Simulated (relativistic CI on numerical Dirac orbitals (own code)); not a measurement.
**Mn2+ in a cubic cluster: 1s photoemission with charge transfer**

Computed with a charge-transfer multiplet model of a cubic metal-ligand cluster with up to 3 ligand holes, Slater and spin-orbit integrals from Dirac-Coulomb-Breit ions, Slater integrals scaled by 0.7. The ground state mixes d5 with configurations of k ligand holes L, whose averages lie at kΔ + k(k − 1)U_dd/2; a core hole lowers each added d electron by U_cd. 300 K, Lorentzian 1.1 eV and Gaussian 0.6 eV FWHM.

Atomic integrals in eV (Slater integrals scaled, ζ unscaled), ground: F2dd 7.178, F4dd 4.458, zeta_d 0.037; with the core hole: F2dd 8.443, F4dd 5.278, zeta_d 0.058, G2cd 0.043.

Cluster parameters (eV): U_dd = 6, U_cd = 6.8, 10Dq = 0.7, 10Dq(ligand) = 0.5, V(eg) = 3.05, V(t2g) = -1.34, final-state hopping factor = 0.8.

```tsv
Case	n_d	d5	d6L	d7L2	d8L3	S
Δ = 1 eV	5.88	0.31	0.52	0.16	0.01	0.52
Δ = 4 eV	5.35	0.68	0.29	0.03	0.00	2.50
Δ = 5 eV	5.29	0.73	0.26	0.02	0.00	2.50
```

Weights, n_d and S are thermal averages at 300 K. Binding energies count from the first peak over 30 % of the highest in each spectrum, which can be another peak from case to case. The parameters are a model scan and need not match a compound or its usual spin state. Peaks in eV (height, largest 100):
- Δ = 1 eV: 0.0 (100), 9.0 (17)
- Δ = 4 eV: 0.0 (100), 6.8 (22)
- Δ = 5 eV: 0.0 (100), 6.8 (18)

Curve for Δ = 4 eV (points under 2 left out, the grid thinned):

E (eV), Intensity and a bar:
```
     -3.9        2.5 
     -3.6        2.9 
     -3.3        3.4 
     -3.0        4.1 #
     -2.7        5.1 #
     -2.4        6.4 #
     -2.1        8.4 ##
     -1.8       11.3 ###
     -1.6       14.2 ####
     -1.3       21.0 ######
     -1.0       33.1 ##########
     -0.7       53.9 ################
     -0.4       81.8 ########################
     -0.1       99.9 ##############################
      0.2       90.5 ###########################
      0.5       63.3 ###################
      0.8       39.3 ###########
      1.1       24.6 #######
      1.4       16.5 ####
      1.7       11.9 ###
      2.0        9.2 ##
      2.3        7.8 ##
      2.5        7.3 ##
      2.8        7.1 ##
      3.1        6.9 #
      3.4        6.2 #
      3.7        5.1 #
      4.0        4.2 #
      4.3        3.8 #
      4.6        3.6 
      4.9        3.8 #
      5.2        4.3 #
      5.5        5.4 #
      5.8        7.6 ##
      6.1       11.5 ###
      6.4       17.2 #####
      6.7       21.6 ######
      6.9       21.5 ######
      7.2       16.8 #####
      7.5       11.0 ###
      7.8        7.0 #
      8.1        4.7 #
      8.4        3.4 
      8.7        2.6 
      9.0        2.1
```

For the case Δ = 4 eV, Δ = 4 eV is smaller than U_dd = 6 eV, the charge-transfer side of the Zaanen-Sawatzky-Allen scheme. With the core hole the configuration with one ligand hole lies at Δ − U_cd = -5.8, -2.8, -1.8 eV from the one without, in the order of the table; where this is negative the screened configuration lies lower, though the effective hopping of about 3.7 eV (from the holes of the mixed ground state) mixes the two strongly wherever it is as large as the gap. The thermal average of S changes within this range, from 0.5 to 2.5; a value between half-integers is an average over states of different spin.
